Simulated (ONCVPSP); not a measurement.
**Logarithmic derivatives: Br (Z = 35), ONCV**

ONCVPSP 4.0.1 input, shortened (lines: element, Z, core and valence counts, functional; n l f; lmax; l rc ep ncon nbas qcut; lloc lpopt rc5 dvloc0; l nproj debl; icmod fcfact rcfact), PBE, scalar-relativistic:

```
  Br 35.00    3    5        4      upf
    1    0    2.00
    2    0    2.00
    2    1    6.00
    3    0    2.00
    3    1    6.00
    3    2   10.00
    4    0    2.00
    4    1    4.00
    3
    0    0.75    0.00    5    9   19.00
    1    1.10    0.00    3    8   11.20
    2    1.10    0.00    4    8   13.30
    3    0.95    0.21    4    9   11.60
    4    5    0.50    0.00
    0    2    2.40
    1    2    2.10
    2    2    3.70
    3    1    0.90
    0    0.00    0.00
```

The phase is arctan(r·R′/R) of the radial function R(r), unwrapped; energies in Ha, scanned from -11 to 5 Ha. A pole is an energy at which the radial function vanishes at the test radius. The pseudo phase is shifted by a multiple of π to meet the all-electron one at the reference energy, and phase errors are pseudo minus all-electron; the curves can meet again beyond the range given. Levels narrower than the energy grid can be missing from the lists of poles.

Task: For each channel, where are the poles, and over which energies does the pseudopotential scatter like the atom?

Result:

```tsv
channel	radius (bohr)	reference energy (Ha)	poles, all-electron	poles, pseudo	unbroken range about the reference energy with phases within 0.05 rad	phase error 1 Ha above the reference energy (rad)
s	0.76	-1.12	-4.95	-4.95	the whole range	+0.000
p	1.11	-0.64	-6.34	-6.34	the whole range	+0.001
d	1.11	-2.86	-2.27	-2.27	the whole range	-0.000
f	0.97	0.21	none	none	the whole range	+0.000
```

Phases in the p channel:

```csv
E (Ha),all-electron,pseudo
-10.96,1.256,1.257
-10.08,1.215,1.216
-9.20,1.145,1.146
-8.32,0.978,0.978
-7.44,-0.028,-0.027
-6.56,-1.486,-1.486
-5.68,-1.714,-1.714
-4.80,-1.817,-1.817
-3.92,-1.900,-1.900
-3.04,-1.990,-1.990
-2.16,-2.108,-2.108
-1.28,-2.286,-2.286
-0.40,-2.586,-2.586
0.48,-3.078,-3.078
1.36,-3.638,-3.636
2.24,-4.025,-4.022
3.12,-4.249,-4.245
4.00,-4.383,-4.380
4.88,-4.472,-4.468
```
